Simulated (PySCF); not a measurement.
BH6N3, SMILES NB(N)N.

Geometry: B3LYP-D3(BJ)/def2-SVP. Other conformers were not sampled.

These are PBE0/def2-TZVP (PySCF) values and carry that method's errors.

Symmetry labels are those of the subgroup Cs that the program uses (full group Cs).

Q: List the valence orbital energies around the gap with their symmetry. (The exact figures need the calculation; the answer reports its results.)

A: 
```csv
orbital,symmetry,energy (eV)
HOMO−7,A',-13.93
HOMO−6,A",-13.92
HOMO−5,A",-12.46
HOMO−4,A',-11.25
HOMO−3,A",-11.24
HOMO−2,A',-9.05
HOMO−1,A',-6.63
HOMO,A",-6.60
LUMO,A',0.84
LUMO+1,A',1.97
LUMO+2,A",1.99
LUMO+3,A',2.88
```
